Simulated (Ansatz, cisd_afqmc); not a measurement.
Species: Se, charge -1, doublet.

Total energies in aug-cc-pVTZ, 7 correlated electrons, 14 frozen orbitals. UHF or UKS for unpaired electrons; spin-orbit terms are left out. Correlated methods leave the cores frozen (noble-gas shells, and filled d and f shells in the p block). No relativity. AFQMC is phaseless with a CISD trial state; ± is one standard error, without the phaseless bias. Outlying blocks are dropped, and bars are widened where a walk drifts. Over all cases where full CI ran beside it in this data, AFQMC minus full CI had a median of +0.1 mEh and passed +0.4 mEh in a tenth of the cases.

```json
[
 {"method": "HF", "program": "Ansatz", "energy (Eh)": "-2399.90869", "minus CCSDTQ (mEh)": "160.58"},
 {"method": "MP2", "program": "Ansatz", "energy (Eh)": "-2400.04343", "minus CCSDTQ (mEh)": "25.84"},
 {"method": "CCSD", "program": "Ansatz", "energy (Eh)": "-2400.06164", "minus CCSDTQ (mEh)": "7.63"},
 {"method": "CCSD(T)", "program": "Ansatz", "energy (Eh)": "-2400.06819", "minus CCSDTQ (mEh)": "1.07"},
 {"method": "CCSDT(Q)", "program": "Ansatz", "energy (Eh)": "-2400.06924", "minus CCSDTQ (mEh)": "0.03"},
 {"method": "CCSDTQ", "program": "Ansatz", "energy (Eh)": "-2400.06927", "minus CCSDTQ (mEh)": "0.00"},
 {"method": "AFQMC/CISD", "program": "cisd_afqmc", "energy (Eh)": "-2400.0688 ± 0.0003", "minus CCSDTQ (mEh)": "0.4 ± 0.3"}
]
```

Ansatz is a program for electronic structure.
